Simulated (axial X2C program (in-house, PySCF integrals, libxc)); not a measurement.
Low determinants of Nd⁺

Calculated with an axial X2C code built on PySCF integrals, basis dyall-v3z (cores contracted in-house), spin-free (one-electron X2C) and two-component (2c, atomic mean-field Coulomb and Gaunt terms). Energies in eV from the lowest row of each column (rows without correlated energies are left out; n/a marks j-coupled starts, which PBE0 does not hold); electrons by l are Mulliken totals of the Hartree–Fock solution, and PBE0 can relax to another configuration under the same block occupation. Coupled cluster uses truncated natural virtuals with an MP2 remainder. Frozen shells in the correlated columns: 4 s, 3 p, 2 d.

Spin-free determinants:

| electrons by l | M_S, M_L | HF | MP2 | PBE0 |
| --- | --- | --- | --- | --- |
| s11 p24 d20 f4 | 5/2, 5 | 0.00 | 0.00 | 0.02 |
| s11 p24 d20 f4 | 5/2, 6 | 0.06 | 0.05 | 0.25 |
| s11 p24 d20 f4 | 3/2, 5 | 0.12 | 0.13 | 0.23 |
| s11 p24 d20 f4 | 3/2, 6 | 0.17 | 0.18 | 0.46 |
| s11 p24 d20 f4 | 5/2, 3 | 0.41 | 0.31 | 0.00 |
| s11 p24 d20 f4 | 3/2, 3 | 0.53 | 0.44 | 0.21 |
| s10 p24 d21 f4 | 5/2, 6 | 0.77 | 0.81 | 0.77 |
| s11 p24 d20 f4 | 5/2, 4 | 1.44 | 1.10 | 0.59 |

Two-component determinants:

```csv
electrons by l,2M_J,HF,MP2,PBE0
s11 p24 d20 f4,5,0.00,0.00,0.00
s11 p24 d20 f4,7,0.01,0.00,0.18
s11 p24 d20 f4,7,0.12,0.13,0.21
s11 p24 d20 f4,9,0.13,0.13,0.39
s11 p24 d20 f4,1,0.50,0.40,0.08
s11 p24 d20 f4,15,0.47,0.47,0.51
s11 p24 d20 f4,3,0.62,0.53,0.29
s10 p24 d21 f4,11,0.54,0.56,n/a
```

Ground level as tabulated from the NIST Atomic Spectra Database (leading term): 2S+1 = 6, L = 6, J = 7/2.

Single determinants need not be terms or J levels, so several rows can belong to one term; PBE0 has no current term and treats spin collinearly, and Hartree–Fock breaks spherical symmetry, which spreads rows that should be degenerate. The search is wide but not exhaustive and can miss a configuration; gaps between s and d configurations can be off by some tenths of an eV with this basis and core.

The run took 2.7 min on 1 thread of Arm Neoverse V2, on a shared host.
